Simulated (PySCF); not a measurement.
Species: C2H8SeSi.
SMILES with atom numbers: `[CH3:1][CH2:2][SiH2:3][SeH:4]`

Geometry (PBE0-D3(BJ)/def2-SVP, Å), atoms numbered from 1 in this order:
```xyz
12
C2H8SeSi angstrom
C     -1.5545    0.1982    0.2814
C     -0.1478    0.6499   -0.1045
Si     1.1972   -0.5205    0.5001
Se     3.2933    0.1498   -0.1300
H     -1.7897   -0.7960   -0.1308
H     -2.3202    0.8960   -0.0920
H     -1.6757    0.1353    1.3747
H     -0.0530    0.7379   -1.2007
H      0.0744    1.6513    0.3010
H      0.9232   -1.9063    0.0072
H      1.2602   -0.5418    1.9929
H      3.0073   -0.0310   -1.5626
```

Lines to be assigned: C 1s: 290.31 (area 1), 290.83 (area 1) eV; Si 1s: 1846.63 eV; Si 2p3/2: 106.83 eV.

Method: PySCF, delta-SCF UKS SCAN, pcX-2 on the ionised atom, pcseg-1 elsewhere, spin-free X2C. Geometry: PBE0-D3(BJ)/def2-SVP, one conformer, isolated molecule.

(1) Order the carbon atoms by C 1s binding energy.

Answers

(1) 290.31 eV: C2 (sp3 carbon bound to silicon); 290.83 eV: C1 (methyl carbon). The listed C 1s values span 0.52 eV, from C2 (bonded to C, 2 H and Si) to C1 (bonded to C and 3 H). Summing the Pauling electronegativity differences to the bonded atoms, each weighted by its formal bond order, gives -1.35 for the lowest site and -1.05 for the highest.

Bonded neighbours of each site: C1: C and 3 H; C2: C, 2 H and Si; Si3: C, Se and 2 H.

Question: Which photon wavelength matches the Si 1s of Si3 threshold?

Answer: λ = hc/E = 12398.42 eV Å / 1846.63 eV = 6.714 Å.

The 2p values add to the ΔSCF energy of one spin-free hole a correction within the shell (spin–orbit coupling, ligand field). 2p1/2 minus 2p3/2 (ligand field included): Si 0.62 eV. No level of selenium is listed.
